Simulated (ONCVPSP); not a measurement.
Varying the ONCV potential for Tl

Base potential:

ONCVPSP 4.0.1 input, shortened (lines: element, Z, core and valence counts, functional; n l f; lmax; l rc ep ncon nbas qcut; lloc lpopt rc5 dvloc0; l nproj debl; icmod fcfact rcfact), PBE, fully relativistic:

```
  Tl 81.00   11    3        4      upf
    1    0    2.00
    2    0    2.00
    2    1    6.00
    3    0    2.00
    3    1    6.00
    3    2   10.00
    4    0    2.00
    4    1    6.00
    4    2   10.00
    4    3   14.00
    5    0    2.00
    5    1    6.00
    5    2   10.00
    6    0    1.50
    3
    0    1.90    0.00    3    6    2.70
    1    1.40    0.00    4    8    9.30
    2    1.20    0.00    4    8    7.00
    3    1.90    0.40    4    9    5.80
    4    5    1.05    3.00
    0    1    2.70
    1    2    2.70
    2    2    2.60
    3    2    1.30
    0    0.00    0.00
```

Open shells are filled in proportion to 2j + 1.

In the p channel the program set the typed energies aside and used -3.056, 0.250 Ha (j = l + 1/2; the other j can differ).

Cutoffs, loose and tight: the cutoffs (Ha) at which the residual kinetic energy of the hardest occupied pseudo-wave falls to 1 and 0.1 mHa per electron. They do not see the model core or the augmentation charge, which bear on the density cutoff. Test errors are all-electron minus pseudo excitation energies from the reference, over the configurations 5p6 5d10 6s2 6p1; 5p6 5d10 6s2; 5p6 5d10 6s1; 5p6 5d9 6s2 6p1. A dash means not determined; rows that change the core or the reference have their own tests.

A true bound ghost makes a file unfit for plane-wave use even where its test errors are small: the radial tests pick states by their node count and pass the ghost by.

| change | outcome | cutoff, loose | cutoff, tight | bound ghosts | GHOST(+) flags above zero | largest test error (meV) |
| --- | --- | --- | --- | --- | --- | --- |
| base | generated, projector energies reset by the program | 33 Ha | 57 Ha | s | s, f5/2 | -8.0 |
| f: rc 1.56 | generated, projector energies reset by the program | 33 Ha | 57 Ha | s | s, f7/2, f5/2 | -8.0 |
| core [Xe] 4f14 5d10, valence charge 3; reference 6s2; waves now 6s: rc 1.75 bohr, ncon 4, nbas 7, qcut 2.9 1/bohr, 2 projectors, debl 1.7 Ha; p scattering state at 0.18 Ha: rc 1.55 bohr, ncon 5, nbas 8, qcut 4.2 1/bohr, 2 projectors, debl 0.8 Ha; d scattering state at 0.29 Ha: rc 1.55 bohr, ncon 4, nbas 9, qcut 6.4 1/bohr, 2 projectors, debl 1.1 Ha; local potential polynomial inside 1.20 bohr (lpopt 5, dvloc0 -1 Ha) | failed: optimize: ERROR ps0norm > uunorm, code will stop | – | – | – | – | – |
| d: nproj 0; local potential the d channel | generated, projector energies reset by the program, misses its reference levels by 1.37 eV | 33 Ha | 57 Ha | s | none | +14 |
| scalar-relativistic | generated, projector energies reset by the program | 32 Ha | 53 Ha | s | s, f | +8.1 |
| reference 5p6 5d10 6s2 | generated, projector energies reset by the program | 33 Ha | 56 Ha | s | s, f5/2 | -27 |

(1) What comes out with this change to the base: s: qcut 3.5; p: qcut 12.2; d: qcut 9.2; f: qcut 7.6?

Results:

(1) outcome: failed: ERROR pspot: first pseudo wave function has node, program will stop. Cause: the optimised pseudo-wave of the first projector has a node, so the radial equation cannot be inverted for a potential.
